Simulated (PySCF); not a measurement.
An excited-state job on `CC[C@H](C)C(=O)Br`.

Method: TDDFT PBE0/def2-SVPD, vertical, gas phase, core orbitals frozen in the response (PySCF 2.14.0, density-fitted response routines). Geometry: GFN2-xTB. The input is one job of a driver script: a line of settings, then coordinates in Å.

Input:
```
{"job": {"kind": "uv", "xc": "PBE0", "basis": "def2-SVPD", "nstates": 8, "ntriplets": 3}, "charge": 0, "multiplicity": 1}
C      1.826650     0.842809    -0.214680
C      0.751177    -0.157603    -0.620551
C     -0.323544    -0.320861     0.461109
C     -1.354141    -1.381407     0.066455
C     -1.016691     0.972699     0.748332
O     -1.111441     1.559215     1.767453
Br    -1.911804     1.742740    -0.836316
H      2.305524     0.539516     0.714138
H      1.402546     1.834707    -0.071585
H      2.588567     0.908497    -0.987099
H      0.282787     0.161229    -1.553467
H      1.206287    -1.134496    -0.794177
H      0.156376    -0.614417     1.402889
H     -1.836063    -1.118963    -0.872290
H     -0.856952    -2.339992    -0.056972
H     -2.116877    -1.484729     0.835347
```

Task: Estimate the output.

Result: 
```
coarse grid: 60664 points
cycle   1  E = -2844.1068854003  dE = -3.146e-01  |g| = 7.884e-01  |ddm| = 6.095e+00
cycle   2  E = -2843.6182755254  dE =  4.886e-01  |g| = 1.782e+00  |ddm| = 2.944e+00
cycle   3  E = -2844.2287151576  dE = -6.104e-01  |g| = 1.948e-01  |ddm| = 2.065e+00
cycle   4  E = -2844.2378862856  dE = -9.171e-03  |g| = 7.537e-02  |ddm| = 4.122e-01
cycle   5  E = -2844.2390956632  dE = -1.209e-03  |g| = 2.115e-02  |ddm| = 1.482e-01
cycle   6  E = -2844.2391933444  dE = -9.768e-05  |g| = 6.663e-03  |ddm| = 5.331e-02
cycle   7  E = -2844.2392065383  dE = -1.319e-05  |g| = 1.370e-03  |ddm| = 1.373e-02
cycle   8  E = -2844.2392070197  dE = -4.813e-07  |g| = 5.135e-04  |ddm| = 3.758e-03
final grid: 128672 points
cycle   9  E = -2844.2390748778  dE = -2.208e-07  |g| = 6.700e-04  |ddm| = 1.800e-02
cycle  10  E = -2844.2390747676  dE =  1.102e-07  |g| = 1.004e-03  |ddm| = 2.809e-03
cycle  11  E = -2844.2390749685  dE = -2.009e-07  |g| = 2.193e-04  |ddm| = 1.398e-03
cycle  12  E = -2844.2390749779  dE = -9.368e-09  |g| = 2.177e-05  |ddm| = 2.679e-04
cycle  13  E = -2844.2390749780  dE = -9.868e-11  |g| = 8.616e-06  |ddm| = 7.206e-05
converged SCF energy = -2844.2390749780

Static polarisability (au): isotropic 85.411, principal 79.874 81.770 94.590

Singlet excitations
state   eV       nm        f      main configurations
  1   4.8693    254.6   0.00029   H->L 0.81, H-2->L 0.17
  2   5.6724    218.6   0.00002   H-2->L 0.80, H->L 0.18
  3   5.9046    210.0   0.00318   H-1->L 0.79, H->L+1 0.16
  4   6.4671    191.7   0.02369   H->L+1 0.62, H-2->L+1 0.29
  5   6.6000    187.9   0.00143   H-1->L+1 0.96
  6   7.2550    170.9   0.13591   H-3->L 0.63, H-2->L+1 0.23
  7   7.3628    168.4   0.10292   H-4->L 0.47, H-2->L+1 0.20, H-3->L 0.15
  8   7.5934    163.3   0.11270   H-4->L 0.46, H-3->L 0.17, H-2->L+1 0.16

Triplet excitations (Tamm-Dancoff, eV): 4.3717 5.2803 5.5373
```

The SCF starts on a coarse grid where the log names one; the energy can jump when the final grid takes over, and dE then counts from the start density on the new grid. H and L stand for HOMO and LUMO; the number after each pair is its weight.

Task: How does the lowest singlet excitation compare with the HOMO–LUMO gap?

Result: HOMO -8.08 eV and LUMO -1.21 eV give a gap of 6.87 eV; S1 at 4.87 eV lies 2.00 eV below it.

Task: Give the mean polarisability as a volume in Å³, and the ratio of the largest to the smallest principal value.

Result: 85.411 au × 0.148185 = 12.66 Å³; 94.590/79.874 = 1.18.

Summary of the converged run: HOMO -8.08 eV, LUMO -1.21 eV; lowest singlet 4.87 eV; lowest triplet 4.37 eV (Tamm–Dancoff); mean polarisability 85.4 au.

 Relativistic effects, spin–orbit coupling among them, are left out although an element past zinc is present.

Time: 79 s wall. Hardware: one thread of an Arm Neoverse V1 (shared host).

One conformer stands for the species.
Labels such as C1 count atoms from 1, the log's own numbers from 0.
